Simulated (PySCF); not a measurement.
C3H6O, SMILES C=COC. Atoms are numbered in the order given.

```xyz
10

C     -0.0741     1.8798     0.0000
C      0.3499     0.6127     0.0000
O     -0.4944    -0.4457     0.0000
C      0.1036    -1.7226     0.0000
H     -1.1402     2.1175     0.0000
H      0.6508     2.6940     0.0000
H      1.4204     0.3636     0.0000
H     -0.7086    -2.4622     0.0000
H      0.7282    -1.8832    -0.8984
H      0.7282    -1.8832     0.8984
```

Geometry optimised at B3LYP-D3(BJ)/def2-SVP. The values are those of a single conformer.

Method: PBE/pcSseg-1 in PySCF.

GIAO shieldings, no solvent; atoms listed in one row are averaged. δ = σ(ref) − σ: ¹³C against TMS (σ = 182.0 ppm); ¹⁷O against H2O (σ = 334.3 ppm); ¹H against TMS (σ = 31.49 ppm), references at their B3LYP-D3(BJ)/def2-TZVP geometries, non-relativistic.

Computed chemical shifts:
```json
[
 {"nucleus": "¹³C", "atoms": "C2", "count": "1", "δ (ppm)": "159.9"},
 {"nucleus": "¹³C", "atoms": "C1", "count": "1", "δ (ppm)": "92.6"},
 {"nucleus": "¹³C", "atoms": "C4", "count": "1", "δ (ppm)": "62.8"},
 {"nucleus": "¹⁷O", "atoms": "O3", "count": "1", "δ (ppm)": "120.5"},
 {"nucleus": "¹H", "atoms": "H7", "count": "1", "δ (ppm)": "6.33"},
 {"nucleus": "¹H", "atoms": "H5", "count": "1", "δ (ppm)": "4.73"},
 {"nucleus": "¹H", "atoms": "H6", "count": "1", "δ (ppm)": "4.34"},
 {"nucleus": "¹H", "atoms": "H8, H9, H10", "count": "3", "δ (ppm)": "3.89"}
]
```
